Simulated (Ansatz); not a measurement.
Ansatz (a program for electronic structure) input (PBE0/def2-SVP):

Ansatz 0.2 input:
```yaml
crystal:
  periodic: [false, false, false]
  atoms:
    - {symbol: C, position_ang: [-1.60290724, -0.85383308, -0.39475235]}
    - {symbol: C, position_ang: [-0.49790432, 0.02053633, 0.19955438]}
    - {symbol: C, position_ang: [-0.51059676, 1.43062084, -0.42244917]}
    - {symbol: C, position_ang: [0.82548031, -0.64202517, 0.04840273]}
    - {symbol: O, position_ang: [1.85358337, -0.04552093, 0.73675744]}
    - {symbol: H, position_ang: [-2.57832842, -0.38040495, -0.27186482]}
    - {symbol: H, position_ang: [-1.63475624, -1.83359224, 0.08399967]}
    - {symbol: H, position_ang: [-1.44220677, -1.00618714, -1.46556411]}
    - {symbol: H, position_ang: [-0.68394777, 0.13624891, 1.27452571]}
    - {symbol: H, position_ang: [-0.36855768, 1.37354274, -1.50469282]}
    - {symbol: H, position_ang: [0.28773657, 2.04449637, -0.00550230]}
    - {symbol: H, position_ang: [-1.46418607, 1.92879510, -0.23152550]}
    - {symbol: H, position_ang: [1.08620041, -1.15186339, -0.87602853]}
    - {symbol: H, position_ang: [2.68494703, -0.47866128, 0.51805944]}
basis:
  gaussian:
    orbitals: def2-SVP
hamiltonian:
  xc: {name: PBE0}
magnetization: {spin_polarized: true, initial_magnetization: 1}
```

Output:

```
Functional definition: PBE0
integrals: 0.05 GiB planned
1297 factors; their error is unknown
0.18 GiB of the device are held for the grids
0.48 GiB of device memory are held for the factors and their scratch space
mean field: 0.50 GiB planned
mean field evaluation 1: about -6320.7551 eV, gradient 4.0e1 eV
mean field evaluation 2: about -6318.9371 eV, gradient 4.5e1 eV
mean field evaluation 4: about -6328.3905 eV, gradient 1.8e0 eV
mean field evaluation 8: about -6328.4020 eV, gradient 5.2e-2 eV
mean field evaluation 16: about -6328.3887 eV, gradient 1.0e-4 eV
mean field -6328.38865799 eV, -232.5639936453 hartree, gradient 3.2e-5 eV, S^2 0.753630; 0 other end points of the search recorded, 0 dependent functions left out
reference -6328.38868267 eV, -232.5639945524 hartree; 21, 20 occupied and 94, 95 virtual orbitals, 1297 factors
Total energy: -6328.38868267 eV, -232.5639945524 hartree
```

It need not be the lowest isomer of its formula.
